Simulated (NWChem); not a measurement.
# GaSiH$_{5}$O; SMILES [SiH3][O][GaH2]

```xyz
8

Ga    -0.0372    -1.1966     0.0000
H     -1.5791    -1.4581    -0.0013
H      1.1498    -2.2064     0.0013
O      0.4701     0.5159    -0.0004
Si    -0.0972     2.0676     0.0001
H      0.3853     2.7891     1.2173
H     -1.5966     2.1049    -0.0054
H      0.3945     2.7931    -1.2109
```
Atoms are numbered in this order, from 1.

Program: NWChem. Pople sets run with spherical d functions. The geometry was optimised at PBE0/def2-SVP. Level BLYP/6-31G*: energy and gradient; each run changes one setting, and changes count from the defaults (medium grid, exact Coulomb integrals, symmetry on).

```tsv
setting	size of the energy change (μHa)	largest change of a gradient component (μHa/bohr)	time, defaults = 1 (rough)
defaults	< 10	< 30	about 1
Coulomb fitting, Weigend set	600	100	0.3
symmetry off	< 10	other frame	about 1
coarse grid	200	2000	about 1
tight SCF thresholds and tolerances	< 10	< 30	about 1
```
